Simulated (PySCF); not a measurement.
Worked example: entropy of an ideal gas

Br₂, SMILES BrBr.

Coordinates come from a PBE-D3(BJ)/def2-TZVP optimisation.

PBE-D3(BJ)/def2-TZVP run with PySCF 2.14.0 gives the harmonic wavenumbers 313 cm⁻¹ and the rotational temperature 0.1137 K. The molar mass is 159.81 g/mol, the symmetry number 2, the spin multiplicity 1.

Task: Work out the entropy at 298.15 K and 1 atm in the rigid-rotor, harmonic-oscillator model.

Result: 
Translation (Sackur–Tetrode at 1 atm): S = R[1.5 ln M + 2.5 ln T − 1.16487] = 172.0 J/(mol K).
Rotation: q = T/(σ θ) = 1310, S = R[ln q + 1] = 68.0 J/(mol K).
Vibration: with u = 1.4388 ν/T, each mode gives R[u/(e^u − 1) − ln(1 − e^−u)]:
```json
[
 {"ν (cm⁻¹)": "313", "modes": "1", "u": "1.51", "S (J/(mol K))": "5.63"}
]
```
These are all the modes. Sum 5.6 J/(mol K).
Spin: R ln 1 = 0.0 J/(mol K).
Total 245.7 J/(mol K); the program's own thermochemistry gives 245.7. Translation makes up 70 % and vibration 2 %. Anharmonicity, hindered rotation and orbital degeneracy are left out.
